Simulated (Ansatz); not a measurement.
Relaxation of GeH₄O₂ (7 atoms, charge 0, multiplicity 1), to a largest force component of 0.03 eV/Å in at most 50 steps.

Level of theory: RKS B3LYP-D4/def2-SVP (Ansatz).

```xyz
7
Properties=species:S:1:pos:R:3
Ge -0.066 0.146 -0.908
O 1.228 0.056 1.746
H 0.707 -0.759 1.674
H 1.886 -0.075 1.026
H -1.433 0.988 -0.651
O -0.623 -1.393 -0.110
H -1.517 -1.333 0.259
```

Where does it end, and by what steps?

The forces met the threshold. After 8 steps the energy has fallen by 0.265 eV; O2 moved furthest, 0.53 Å.

```csv
step,energy less start (eV),largest force component (eV/Å),accepted
0,0.0000,0.921,yes
1,-0.0309,1.582,yes
2,-0.0831,1.409,yes
3,-0.1888,1.272,yes
4,-0.2254,0.826,yes
5,-0.2585,0.521,yes
6,-0.2643,0.079,yes
7,-0.2627,0.161,no
8,-0.2652,0.025,yes
```

```xyz
7
Properties=species:S:1:pos:R:3
Ge 0.046 0.080 -0.816
O 0.973 0.163 1.295
H 0.524 -0.708 1.378
H 1.916 -0.052 1.225
H -1.179 1.014 -0.317
O -0.600 -1.484 -0.035
H -1.499 -1.385 0.306
```

Time of the run: 27 s on 1 thread of Arm Neoverse V2 (shared host), peak memory 0.15 GiB.
